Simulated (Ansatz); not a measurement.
`BC(C)=C=C` + H–F → `C=C=C(C)F` + BH₃  (substitution at a C–B bond)

Gas-phase electronic energies from Ansatz, PBE0-D4/def2-TZVP geometries. CCSD(T)/CBS is the MP2 limit (def2-TZVPP, def2-QZVPP) plus CCSD(T) − MP2 in def2-TZVPP, frozen cores. This one scheme is used for every species. Functionals use def2-TZVPP.

```
    species  PBE0-D4 energy (Eh)
`BC(C)=C=C`           -181.24703
        H–F           -100.39410
`C=C=C(C)F`           -255.02645
        BH₃            -26.56681
```

(1) Work out ΔE.

Largest T1 diagnostic among the species: 0.012.

## Answers

(1) ΔE = (-255.02645) + (-26.56681) − (-181.24703) − (-100.39410) = 0.04787 Eh = +125.7 kJ/mol. CCSD(T)/CBS gives +129.3 kJ/mol.

In def2-TZVPP, CCSD(T) changes the Hartree–Fock value by +20.0 kJ/mol (the triples alone add +2.8 kJ/mol) and MP2 by +34.9 kJ/mol. The D4 term adds +6.6 kJ/mol with B3LYP and +3.7 kJ/mol with PBE0; it sums over pairs of atoms, weighted by their polarisabilities, and B3LYP, whose exchange is more repulsive, gets the larger term.

B3LYP here is the variant with VWN-RPA as its local correlation; programs differ in this.
